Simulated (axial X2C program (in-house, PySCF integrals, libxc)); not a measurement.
**FeCl⁺: from the spin-free to the two-component result**

Calculated with an axial X2C code built on PySCF integrals. Spin-free means the one-electron spin-free X2C Hamiltonian; two-component (2c) means X2C with spin–orbit coupling and atomic mean-field two-electron Coulomb and Gaunt terms, so the difference of the two also holds small scalar two-electron terms. Basis: Fe dyall-cv3z [9s10p6d3f2g], Cl dyall-av3z [9s8p3d2f] (cores contracted in-house); Gaussian nuclei, density fitting, unrestricted open shells. Masses: Fe 55.935 u, Cl 34.969 u.

Spin-free state: M_S = 2, Λ = 2 (beyond evenly filled blocks: σα, π+α, π-α, δ+α, δ+β, δ-α); fragments Fe+ + Cl.

```
  level  Re (Å)  ωe (cm⁻¹)  De (eV)  μ (D)
   PBE0   2.048      504.3    3.165  -5.77
     HF   2.136      480.1    1.567  -8.21
    MP2   2.077      492.3    3.075    n/a
   CCSD   2.079      491.9    2.949    n/a
CCSD(T)   2.076      490.6    3.061    n/a
   TPSS   2.042      490.7    3.434  -4.89
```

Correlated methods: 14 electrons correlated (number of frozen shells: Fe 3 s, 2 p; Cl 2 s, 1 p), 250 virtual spin orbitals or spinors in MP2, 90 natural virtuals in coupled cluster.

Dipoles are positive if Cl is the positive end and refer to the centre of mass.

Two-component determinant lowest at the distance of the search:

Ω = 4 (⟨Sz⟩ = 2.00, ⟨Lz⟩ = 2.00 at HF); fragments Fe+ + Cl.

```csv
level,Re (Å),ωe (cm⁻¹),μ (D)
PBE0,2.048,504.1,-5.77
HF,2.136,479.9,-8.21
MP2,2.078,491.9,n/a
CCSD,2.079,491.5,n/a
CCSD(T),2.076,490.3,n/a
TPSS,2.043,490.4,-4.89
```

(1) From the two tables, how do the constants change at the CCSD(T) level (2c against spin-free)?

The state is a single determinant with fixed occupations, the lowest that a limited PBE0 search found. De is counted from the lowest determinant-based energies of the atoms at the same level, without counterpoise correction. De is not given where an atomic determinant may have missed its ground term or J level, or where the truncated virtual space spoils (T). Density functionals use the spin component along the axis (collinear). Coupled cluster ran in a truncated set of natural virtual spinors; the MP2 energy of the rest was added. (T) has no such correction and the atoms are truncated less, which lowers De at CCSD(T) by a hundredth of an eV or more. PBE0 can misorder states that lie within some tenths of an eV, so this need not be the ground state of the molecule. The nearest other spin-free determinant of the search, M_S = 2, Λ = 1, lies 0.23 eV up at the distance of the search. The functionals have no current-density term, which raises determinants with orbital currents, atoms included. With several unpaired electrons one determinant need not be a pure state. Open-shell Ω = 0 determinants with evenly filled partner blocks cannot be reached by this program, so the Ω shown need not be the lowest component. Some points did not converge and are left out. The stretched end of a curve changes character and is left out.

Results:

(1) At the CCSD(T) level Re is unchanged within 0.001 Å and ωe decreases by 0.3 cm⁻¹.
